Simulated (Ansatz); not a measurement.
Stepwise reaction of `O[SiH2][SiH](O)F` with hydrogen fluoride, as a gas-phase model of exchange steps in deposition or etching. ΔE in kJ/mol; ΔG adds harmonic PBE0-D4 terms to CCSD(T)/CBS, at 1 bar.

Computed with Ansatz on PBE0-D4/def2-TZVP structures; ΔE is electronic, products minus reactants. CBS: MP2 limit from def2 TZ/QZ plus the TZ coupled-cluster correction, frozen cores. This one scheme is used for every species. DFT in def2-TZVPP. B3LYP here is the variant with VWN-RPA as its local correlation; programs differ in this. One conformer a species, not always the lowest.

```json
{"step": "1", "reaction": "`O[SiH2][SiH](O)F` + H–F → `O[SiH](F)[SiH2]F` + H₂O", "PBE-D4": "-36.2", "B3LYP-D4": "-39.1", "ωB97M-V": "-37.8", "CCSD(T)/CBS": "-37.5", "ΔG(400 K)": "-40.6"}
{"step": "2", "reaction": "`O[SiH](F)[SiH2]F` + H–F → `F[SiH2][SiH](F)F` + H₂O", "PBE-D4": "-34.3", "B3LYP-D4": "-37.8", "ωB97M-V": "-37.0", "CCSD(T)/CBS": "-37.2", "ΔG(400 K)": "-38.6"}
```

(1) By hand: ΔE of the 2 steps together at CCSD(T)/CBS.

## Answers

(1) (-37.5) + (-37.2) = -74.7 kJ/mol, or -37.4 kJ/mol a step.

In ΔE the steps differ by no more than 0.3 kJ/mol. All are downhill at CCSD(T)/CBS. ΔG lies between -40.6 and -38.6 kJ/mol a step. PBE-D4 differs from CCSD(T)/CBS by 1.3 to 2.9 kJ/mol a step. Isolated molecules leave out the surface, adducts and barriers. Largest T1 diagnostic: 0.012.
